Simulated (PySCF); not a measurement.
A structure optimised at PBE-D3(BJ)/def2-SVP, used in a PySCF frequency run:

```
Si
H 1 1.4913
C 1 1.9402 2 109.31
F 3 1.3503 1 112.96 2 -180.00
F 3 1.3576 4 107.96 1 121.98
F 3 1.3576 4 107.96 5 116.04
Cl 1 2.0599 2 110.35 3 -118.50
Cl 1 2.0599 2 110.35 3 118.50
```
Charge 0, spin multiplicity 1.

Problem. Write its SMILES, formula and point group.

Solution. FC(F)(F)[SiH](Cl)Cl, CHCl2F3Si, Cs

Problem. What are its rotational constants (standard atomic weights)?

Solution. 1.6373, 1.2067, 0.82865 GHz
